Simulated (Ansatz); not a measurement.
Cl2F2H2O2Si2 (`O[SiH](Cl)O[Si](F)(F)Cl`) at its PBE0-D4/def2-TZVP geometry, where that method's forces vanish. Charge 0, multiplicity 1.

```xyz
10

O     0.1462   -0.7336   -2.3174
Si    0.9256   -0.3830   -0.9390
Cl    1.3948   -2.1611   -0.0809
O    -0.0350    0.4736    0.0654
Si   -0.9115    0.5862    1.3977
F    -1.4335    2.0631    1.5201
F    -2.1696   -0.3520    1.3099
Cl    0.1439    0.1179    3.0430
H    -0.2090   -0.0175   -2.8467
H     2.1481    0.4063   -1.1521
```

(1) What forces (eV/Å) does r2SCAN-D4/def2-TZVPP give on these atoms in Ansatz 0.2.0? (Estimate.)

Results:

(1) Computed: 
```
O1  -0.018 -0.034 -0.043
Si2  0.065  0.065  0.005
Cl3  0.016 -0.061  0.019
O4   0.013  0.033 -0.051
Si5  0.018 -0.007  0.025
F6  -0.027  0.069  0.005
F7  -0.062 -0.046 -0.008
Cl8  0.032 -0.014  0.060
H9  -0.009  0.014 -0.017
H10 -0.026 -0.020  0.003
```
